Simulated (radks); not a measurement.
Spherical quantum dot in the effective-mass picture: electrons in a parabolic well V = omega^2 r^2 / 2 with omega = 0.942, all in effective atomic units (hartree* = m*/eps^2 hartree, bohr* = eps/m* bohr), one dielectric constant everywhere. Method: non-relativistic Kohn-Sham, LDA (Slater exchange, Perdew-Wang correlation), spin-polarised, spherical densities; computed with a radial shooting solver with Libxc functionals. Levels are named by radial order and angular momentum (1s, 1p, 1d, 2s, ...), and open shells are averaged over m. Results are scaled to m* = 0.034 and eps = 12.6, for which hartree* = 5.828 meV and bohr* = 19.61 nm.

N = 20, configuration 1s2 1p6 1d10 2s2. This is the lowest configuration that the search found. Occupied and some empty levels:

level,occupation,eigenvalue (meV),<r> (nm)
1s,2,57.980,34.96
1p,6,60.349,42.97
1d,10,63.126,48.64
2s,2,63.952,41.71
1f,0,66.238,53.18
2p,0,67.394,47.18
1g,0,69.632,57.06

Energy (meV): total 796.733, kinetic 92.838, external 297.78, Hartree 455.78, exchange-correlation -49.671.
